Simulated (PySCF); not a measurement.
Isomers of C5H12O2Si, one GFN2-xTB conformer each. Single-point energies are computed at PBE0/pcSseg-1 (PySCF, gas phase, no added dispersion term), electronic only.

| SMILES | GFN2-xTB relative energy (kJ/mol) |
| --- | --- |
| C=CC[Si](O)(O)CC | 0.0 |
| CC(=O)CCC[SiH2]O | 23.3 |
| CO[C@@H]1[C@H]([SiH3])[C@@H]1OC | 231.0 |
| COC[Si@H]1CCOC1 | 227.3 |

Conformers: `[CH2:1]=[CH:2][CH2:3][Si:4]([OH:5])([OH:6])[CH2:7][CH3:8]` with C1–C2–C3–Si4 -99°, C2–C3–Si4–O5 54°, C3–Si4–O5–H -36°, C3–Si4–O6–H 176°, C3–Si4–C7–C8 58°; `[CH3:1][C:2](=[O:3])[CH2:4][CH2:5][CH2:6][SiH2:7][OH:8]` with C1–C2–C4–C5 -163°, C2–C4–C5–C6 70°, C4–C5–C6–Si7 -164°, C5–C6–Si7–O8 52°, C6–Si7–O8–H 35°; `[CH3:1][O:2][C@@H:3]1[C@H:4]([SiH3:5])[C@@H:6]1[O:7][CH3:8]` with C1–O2–C3–C4 141°, C4–C6–O7–C8 82°; `[CH3:1][O:2][CH2:3][Si@H:4]1[CH2:5][CH2:6][O:7][CH2:8]1` with C1–O2–C3–Si4 177°, O2–C3–Si4–C5 -179°, C3–Si4–C5–C6 130°, Si4–C5–C6–O7 -38°, C5–C6–O7–C8 53°, C6–O7–C8–Si4 -38°.

Question: What does PBE0/pcSseg-1 give for the same structures?

Answer: 
| SMILES | PBE0/pcSseg-1 E (Eh) | PBE0/pcSseg-1 (kJ/mol) | GFN2-xTB (kJ/mol) | point group |
| --- | --- | --- | --- | --- |
| C=CC[Si](O)(O)CC | -637.21368 | 0.0 | 0.0 | C1 |
| CC(=O)CCC[SiH2]O | -637.16731 | 121.7 | 23.3 | C1 |
| COC[Si@H]1CCOC1 | -637.09055 | 323.3 | 227.3 | C1 |
| CO[C@@H]1[C@H]([SiH3])[C@@H]1OC | -637.04686 | 438.0 | 231.0 | C1 |

Both levels put the same isomer lowest; measured from each level's own lowest isomer, the values differ by up to 207.0 kJ/mol (CO[C@@H]1[C@H]([SiH3])[C@@H]1OC: 231.0 against 438.0). As drawn, the lowest has an O–H bond, an Si–O bond and a C=C bond outside aromatic rings, which the highest lacks; the highest has a three-membered ring, which the lowest lacks.

Question: Which frontier levels, dipoles and rotational constants go with these structures?

Answer: 
```
                         SMILES  HOMO (eV, PBE0/pcSseg-1)  LUMO (eV)  dipole (D)       A, B, C (MHz)
               C=CC[Si](O)(O)CC                     -7.06       0.33        0.54   2645, 1021, 958.0
               CC(=O)CCC[SiH2]O                     -7.42      -0.51        3.87  3581, 749.3, 687.5
                COC[Si@H]1CCOC1                     -6.97       1.04        2.01  4162, 833.7, 765.0
CO[C@@H]1[C@H]([SiH3])[C@@H]1OC                     -7.05       1.23        2.05    1872, 1605, 1147
```
